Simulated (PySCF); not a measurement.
# Excitation energy of C²⁺ by level of theory

C²⁺ [He] 2s2 (1S) → C²⁺ [He] 2s1 3d1 (3D), as a difference of total energies. Computed with PySCF 2.14 in aug-cc-pVTZ with one added diffuse shell each of s, p, d, f type (6s5p4d3f, 62 functions), with no relativity, point nucleus. Correlated levels: valence: 1s2 frozen. The calculations carry no spin-orbit coupling.

```csv
method,excitation energy (eV)
UHF,31.705
MP2 (valence),32.747
SCS-MP2 (valence),33.070
CCSD (valence),33.404
```

Question: How much does correlation contribute at MP2 (valence)?

Answer: 32.747 − (31.705) = 1.042 eV, measured against UHF.

The promoted electron is Rydberg-like, and one or two diffuse shells describe it only roughly, which tends to raise the upper state.

With two correlated electrons CCSD is exact in that space.
